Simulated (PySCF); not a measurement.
Series Al-XY, Y = amino, computed as singlets and as triplets. All species are isolated molecules in the gas phase. One relaxed conformer stands for each flexible species; it need not be the lowest. Strings in code marks are SMILES.

Computed with PBE0-D3(BJ)/def2-TZVPD run with PySCF. 

| species | HOMO (eV) |
|---|---|
| X = silyl, multiplicity 1 (`[NH2][Al-][SiH3]` (lower singlet)) | -0.06 |
| X = cyano, multiplicity 1 (`[C](#N)[Al-][NH2]` (lower singlet)) | -0.44 |
| X = mercapto, multiplicity 1 (`[NH2][Al-][SH]` (lower singlet)) | ? |
| X = isocyano, multiplicity 1 (`[C-]#[N+][Al-][NH2]` (lower singlet)) | -0.46 |

Fill in the missing entries.


- X = mercapto, multiplicity 1 (`[NH2][Al-][SH]` (lower singlet)), HOMO (eV): -0.21
